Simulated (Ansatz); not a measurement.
Relaxation of C2H9BFN (14 atoms, charge 0, multiplicity 1), to a largest force component of 0.03 eV/Å in at most 50 steps.

Level of theory: RKS B3LYP/def2-SVP in Ansatz.

```xyz
14
Properties=species:S:1:pos:R:3
B 0.044 -0.657 -0.523
N -0.015 -0.060 2.159
H -0.912 0.097 2.619
H 0.709 0.201 2.830
C 1.410 -0.003 -0.964
H 2.199 -0.754 -1.137
H 1.318 0.632 -1.860
H 1.755 0.649 -0.143
C -1.376 -0.060 -0.852
H -2.194 -0.558 -0.310
H -1.413 1.022 -0.643
H -1.571 -0.171 -1.936
F 0.098 -1.874 0.035
H 0.062 -1.083 2.007
```

Q: Where does it end, and by what steps?

A: The forces met the threshold. The force dipped under the threshold on the way, but the program's further checks kept it going. After 22 steps the energy has fallen by 0.494 eV; H4 moved furthest, 1.33 Å. Joined: B1–N2 (2.75 → 1.71 Å).

| step | energy less start (eV) | largest force component (eV/Å) | accepted |
| --- | --- | --- | --- |
| 0 | 0.0000 | 0.698 | yes |
| 1 | -0.0230 | 0.921 | yes |
| 2 | -0.0332 | 0.524 | yes |
| 3 | -0.0502 | 0.357 | yes |
| 4 | -0.0642 | 0.686 | yes |
| 5 | -0.1089 | 0.784 | yes |
| 6 | -0.2227 | 0.749 | yes |
| 7 | -0.3096 | 1.034 | yes |
| 8 | -0.3387 | 0.280 | yes |
| 9 | -0.3777 | 0.162 | yes |
| 10 | -0.4112 | 0.383 | yes |
| 11 | -0.3371 | 1.629 | no |
| 12 | -0.4359 | 0.176 | yes |
| 13 | -0.4553 | 0.094 | yes |
| 14 | -0.4705 | 0.323 | yes |
| 15 | -0.4887 | 0.031 | yes |
| 16 | -0.4567 | 0.983 | no |
| 17 | -0.4925 | 0.029 | yes |
| 18 | -0.4914 | 0.333 | no |
| 19 | -0.4936 | 0.016 | yes |
| 20 | -0.4938 | 0.085 | yes |
| 21 | -0.4921 | 0.105 | no |
| 22 | -0.4941 | 0.003 | yes |

```xyz
14
Properties=species:S:1:pos:R:3
B 0.039 -0.592 -0.105
N 0.063 -0.407 1.592
H -0.015 0.569 1.884
H 0.936 -0.789 1.966
C 1.341 0.190 -0.649
H 2.285 -0.208 -0.232
H 1.410 0.068 -1.744
H 1.322 1.278 -0.457
C -1.402 -0.048 -0.584
H -2.244 -0.601 -0.126
H -1.562 1.028 -0.387
H -1.501 -0.182 -1.675
F 0.158 -1.995 -0.205
H -0.713 -0.932 2.005
```

Whether the end is a true minimum wasn't checked by a vibrational analysis.

The run took 34 s on 4 threads of Arm Neoverse V2, on a shared host, peak memory 0.26 GiB.
